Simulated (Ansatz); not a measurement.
Stepwise reaction of `[SiH3][Sn]([Cl])([Cl])[Cl]` with hydrogen fluoride, as a gas-phase model of exchange steps in deposition or etching. ΔE in kJ/mol; ΔG adds harmonic PBE0-D4 terms to CCSD(T)/CBS, at 1 bar.

Gas-phase electronic energies from Ansatz, PBE0-D4/def2-TZVP geometries. CCSD(T)/CBS adds triple-zeta CCSD(T) − MP2 to the extrapolated MP2 energy (def2 sets, frozen cores). This one scheme is used for every species. Functionals use def2-TZVPP. B3LYP here is the variant with VWN-RPA as its local correlation; programs differ in this. Elements past krypton have def2 core potentials. For Sn outer-core shells are correlated without core-valence functions, which leaves a few kJ/mol of doubt a bond.

| step | reaction | PBE-D4 | B3LYP-D4 | ωB97M-V | CCSD(T)/CBS | ΔG(400 K) |
| --- | --- | --- | --- | --- | --- | --- |
| 1 | `[SiH3][Sn]([Cl])([Cl])[Cl]` + H–F → `[F][Sn]([SiH3])([Cl])[Cl]` + HCl | 31.3 | 31.4 | 31.3 | 36.6 | 26.1 |
| 2 | `[F][Sn]([SiH3])([Cl])[Cl]` + H–F → `[F][Sn]([F])([SiH3])[Cl]` + HCl | 31.3 | 31.1 | 31.0 | 35.7 | 29.0 |
| 3 | `[F][Sn]([F])([SiH3])[Cl]` + H–F → `[F][Sn]([F])([F])[SiH3]` + HCl | 31.6 | 31.2 | 30.9 | 35.1 | 32.4 |

Task: By hand: ΔE of the 3 steps together at CCSD(T)/CBS.

Result: (36.6) + (35.7) + (35.1) = 107.4 kJ/mol, or 35.8 kJ/mol a step.

In ΔE the steps differ by no more than 1.5 kJ/mol. All are uphill at CCSD(T)/CBS. ΔG lies between 26.1 and 32.4 kJ/mol a step. PBE-D4 differs from CCSD(T)/CBS by -5.3 to -3.5 kJ/mol a step. Isolated molecules leave out the surface, adducts and barriers. Largest T1 diagnostic: 0.015.
